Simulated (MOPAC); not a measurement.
MOPAC input (MNDO):

```
MNDO 1SCF CHARGE=1 GEO-OK AUX(PRECISION=9) THREADS=1
HOZn

Zn   -0.30827856 1   -0.15207599 1   -0.24021930 1
O     1.02502665 1    0.39964584 1    0.78710579 1
H     1.04814358 1    1.36511309 1    0.90973271 1
```

From the last part of the output:

```
                                                       MOPAC v23.2.5 Linux

          FINAL HEAT OF FORMATION =        197.47105 KCAL/MOL =     826.21889 KJ/MOL

          COSMO AREA              =         56.27 SQUARE ANGSTROMS
          COSMO VOLUME            =         36.47 CUBIC ANGSTROMS

          IONIZATION POTENTIAL    =         19.130605 EV
          HOMO LUMO ENERGIES (EV) =        -19.131 -8.906
          NO. OF FILLED LEVELS    =          4
          MOLECULAR WEIGHT        =         82.3873         POINT GROUP:  Cs

          MOLECULAR DIMENSIONS (Angstroms)

            Atom       Atom       Distance
            H     3   Zn     1     2.33755
            O     2    H     3     0.67614
           Zn     1    H     3     0.00000

          SCF CALCULATIONS        =          1

   ATOM   CHEMICAL          X               Y               Z
  NUMBER   SYMBOL      (ANGSTROMS)     (ANGSTROMS)     (ANGSTROMS)

     1      Zn         -0.30827856  *  -0.15207599  *  -0.24021930  *
     2       O          1.02502665  *   0.39964584  *   0.78710579  *
     3       H          1.04814358  *   1.36511309  *   0.90973271  *

                             CARTESIAN COORDINATES

   1   Zn       -0.308278560    -0.152075990    -0.240219300
   2    O        1.025026650     0.399645840     0.787105790
   3    H        1.048143580     1.365113090     0.909732710

           Empirical Formula: H O Zn  =     3 atoms

      MOLECULAR POINT GROUP   :   Cs

                  EIGENVALUES
 -45.47251 -24.07279 -19.74482 -19.13060  -8.90639  -7.13209  -7.12133  -4.69396
  -0.26059

              NET ATOMIC CHARGES AND DIPOLE CONTRIBUTIONS

  ATOM NO.   TYPE          CHARGE      No. of ELECS.   s-Pop       p-Pop
    1         Zn           0.913868        1.0861     0.49981     0.58632
    2          O          -0.181035        6.1810     1.79447     4.38656
    3          H           0.267167        0.7328     0.73283
 DIPOLE           X         Y         Z       TOTAL
 POINT-CHG.    -0.742     0.863    -0.443     1.222
 HYBRID        -1.704    -0.861    -1.329     2.326
 SUM           -2.446     0.002    -1.773     3.021

          ATOMIC ORBITAL ELECTRON POPULATIONS

     Atom    s        px        py        pz
    1 Zn   0.49981   0.21781   0.13849   0.23002
    2  O   1.79447   1.49174   1.28635   1.60847
    3  H   0.73283

 **********************
 *                    *
 * JOB ENDED NORMALLY *
 *                    *
 **********************

 == MOPAC DONE ==
```

The dipole moment of an ion depends on the origin.
